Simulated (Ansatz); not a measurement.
C3H5ClSi can be A, `C#C[SiH](C)Cl`, or B, `[SiH3]C1=CC1Cl`.

Isolated molecules relaxed with PBE0-D4/def2-TZVP in Ansatz; ΔE leaves out vibrations. CCSD(T)/CBS is the MP2 limit (def2-TZVPP, def2-QZVPP) plus CCSD(T) − MP2 in def2-TZVPP, frozen cores. DFT in def2-TZVPP. B3LYP here is the variant with VWN-RPA as its local correlation; programs differ in this.

(1) Which isomer does CCSD(T)/CBS put lower? Give the gap. (Best estimate.)

(2) Give E(B) − E(A) in kcal/mol with r2SCAN-D4, CCSD/def2-TZVPP, PBE0-D4, ωB97M-V, HF/def2-TZVPP, B3LYP, CCSD(T)/def2-TZVPP. (Best estimate.)

Largest T1 diagnostic: 0.011.

Results:

(1) Computed: A, by 65.5 kcal/mol.

(2) Ansatz gave: r2SCAN-D4 61.2, CCSD/def2-TZVPP 65.6, PBE0-D4 57.9, ωB97M-V 63.3, HF/def2-TZVPP 68.1, B3LYP 62.6, CCSD(T)/def2-TZVPP 64.9. None reverses the order clearly.

In def2-TZVPP, CCSD(T) changes the Hartree–Fock value by −3.2 kcal/mol (the triples alone add −0.6 kcal/mol) and MP2 by −2.0 kcal/mol. From PBE to PBE0 (25 % exact exchange), in def2-TZVPP and without D4, E(B) − E(A) moves by +1.4 kcal/mol.
